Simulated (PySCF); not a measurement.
Si(Cl)2(F)(GeH3) (Cl₂FGeH₃Si), SMILES F[Si](Cl)([GeH3])Cl.

Geometry: B3LYP-D3(BJ)/def2-SVP. This is a generated structure with no PubChem entry under its InChIKey; it may be hypothetical.

The numbers are results of B3LYP/def2-TZVP (PySCF), not measurements.

Symmetry labels are those of the subgroup Cs that the program uses (full group Cs).

### Question
List the valence orbital energies around the gap with their symmetry. (The exact figures need the calculation; the answer reports its results.)

### Answer

| orbital | symmetry | energy (eV) |
|---|---|---|
| HOMO−7 | A" | -11.21 |
| HOMO−6 | A' | -10.38 |
| HOMO−5 | A' | -10.12 |
| HOMO−4 | A" | -10.06 |
| HOMO−3 | A' | -9.77 |
| HOMO−2 | A" | -9.44 |
| HOMO−1 | A" | -9.20 |
| HOMO | A' | -8.53 |
| LUMO | A' | -0.73 |
| LUMO+1 | A' | -0.44 |
| LUMO+2 | A" | -0.39 |
| LUMO+3 | A' | 0.44 |
